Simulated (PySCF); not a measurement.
Computed IR spectrum (relative IR intensity) of a molecule C₄H₅F₃. Geometry: PBE0-D3(BJ)/def2-SVP. One conformer was computed; it need not be the lowest. Calculation: PBE0-D3(BJ)/def2-SVP run with PySCF. No scaling factor is applied to the harmonic values.

ν (cm⁻¹): 582 (w), 610 (vw), 964 (w), 1006 (w), 1189 (s), 1218 (vs), 1257 (vs), 1369 (m), 1418 (w), 1425 (m), 1444 (vw), 1467 (m), 3061 (vw) (against the strongest line: vs over 80 %, s over 45 %, m over 15 %, w over 4 %, vw less)

Which molecule gave these data?
A) C/C(=C/F)C(F)F
B) C[C@]1(F)CC1(F)F
C) F/C=C/CC(F)F
D) C=C(C)C(F)(F)F

D, C=C(C)C(F)(F)F
